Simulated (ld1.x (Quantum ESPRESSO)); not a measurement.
# Cutoff test, vanadium (V), TM

- Element: vanadium
- Generator: ld1.x (Quantum ESPRESSO) 7.5
- Type: norm-conserving Troullier–Martins (Kleinman–Bylander form)
- Functional: LDA (PZ)
- Relativity: scalar-relativistic
- Frozen core: [Ne] 3s2
- Valence charge: 11
- Reference configuration: 3p6 3d3.5 4s1.5 4p0
- Partial waves: 4s (bound): rc 3.05 bohr; 3p (bound): rc 1.15 bohr; 3d (bound): rc 1.40 bohr
- Local potential: all-electron potential smoothed inside 2.70 bohr (lloc = -2)
- Core correction: Bessel-smoothed model core inside 1.10 bohr

The pseudo-atom Hamiltonian at the reference potential is diagonalised in spherical Bessel functions j_l(qr) that vanish at 20 bohr, with q² up to the cutoff. All-electron valence levels (Ry): 4s -0.3238, 3p -3.0860, 4p -0.0961, 3d -0.2804.

Question: How do the lowest levels (Ry) of each channel move with the cutoff, and are there ghosts?

Answer:

```
cutoff (Ry)     s #1    s #2     p #1     p #2    p #3     d #1    d #2    f #1    f #2  Σ f·Δε (mRy)
          8  -0.3224  0.0061  -1.1891  -0.0317  0.0689   0.0480  0.1230  0.1071  0.2273       12532.7
         12  -0.3234  0.0059  -1.8907  -0.0547  0.0593   0.0478  0.1223  0.1071  0.2273        8321.3
         18  -0.3237  0.0059  -2.6128  -0.0694  0.0546   0.0473  0.1208  0.1071  0.2273        3986.5
         25  -0.3238  0.0059  -2.9623  -0.0745  0.0532   0.0464  0.1181  0.1071  0.2273        1886.3
         35  -0.3238  0.0059  -3.0726  -0.0759  0.0528   0.0416  0.1056  0.1071  0.2273        1207.3
         50  -0.3238  0.0059  -3.0829  -0.0760  0.0527  -0.0739  0.0607  0.1071  0.2273         741.4
         60  -0.3238  0.0059  -3.0832  -0.0760  0.0527  -0.1772  0.0568  0.1071  0.2273         378.4
         80  -0.3238  0.0059  -3.0852  -0.0761  0.0527  -0.2635  0.0554  0.1071  0.2273          64.1
        100  -0.3238  0.0059  -3.0859  -0.0761  0.0527  -0.2793  0.0552  0.1071  0.2273           4.5
        120  -0.3238  0.0059  -3.0860  -0.0761  0.0527  -0.2802  0.0552  0.1071  0.2273           0.8
        160  -0.3238  0.0059  -3.0860  -0.0761  0.0527  -0.2803  0.0552  0.1071  0.2273           0.4
        400  -0.3238  0.0059  -3.0860  -0.0761  0.0527  -0.2804  0.0552  0.1071  0.2273           0.0
```

Result: no extra level below or beside the all-electron valence levels (s, p, d, f tested); 10 mRy is reached at 100 Ry and 1 mRy at 120 Ry.

Its largest configuration-test error is -958 meV.
